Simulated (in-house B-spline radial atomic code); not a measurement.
Tl⁺. Computed with a B-spline radial atomic code. Model: all-electron spherical atom, spin shells full or empty, radial basis limit, no spin-orbit coupling, Breit or QED, empty-state partial waves extrapolated as (l+1/2)^-4, RPA, G0W0 and static COHSEX of the highest shell as one setting changes (uncorrelated shells keep exact exchange).

Without the two-electron picture change, core correlation of heavy ions comes too large.

Given: element Tl; charge 1; filled core Xe; hamiltonian one-electron scalar X2C; mean-field start HSE06; highest l of empty states 9; nuclear rms radius 5.4759 fm; highest mean-field shell 6s.

Shell: 4f 7 7, 5d 5 5, 6s 1 1 (electrons up and down).

```csv
lowest nl shells left uncorrelated,RPA correlation energy (hartree),G0W0 level (eV),G0W0 minus most complete (meV),COHSEX level (eV),removal by RPA minus most complete (meV)
0,-7.1323,-20.734,0,-22.717,0
1,-6.8893,-20.734,0.1,-22.716,-0.1
2,-6.6747,-20.735,-0.6,-22.718,0.8
3,-6.0549,-20.734,0.2,-22.716,0.3
4,-5.855,-20.737,-3,-22.724,3.6
5,-5.2372,-20.736,-1.9,-22.723,3.3
6,?,?,?,?,?
7,-4.0248,-20.746,-11.6,-22.749,14.6
8,?,?,?,?,?
9,-2.4979,-20.724,10,-22.719,-23.5
10,-2.302,-20.769,-34.8,-22.806,10.7
11,-1.0332,-20.65,84,-22.619,-47
12,-0.65007,-20.613,121.4,-22.584,-112.4
13,-0.051842,-19.64,1094.6,-20.945,-1384.4
```

Task: What follows for lowest nl shells left uncorrelated = 6?

Result: RPA correlation energy -4.2133 hartree; G0W0 level -20.728 eV; G0W0 minus most complete 5.9 meV; COHSEX level -22.709 eV; removal by RPA minus most complete -1.5 meV.

Task: What follows for lowest nl shells left uncorrelated = 8?

Result: RPA correlation energy -3.4575 hartree; G0W0 level -20.747 eV; G0W0 minus most complete -12.9 meV; COHSEX level -22.756 eV; removal by RPA minus most complete 13.6 meV.
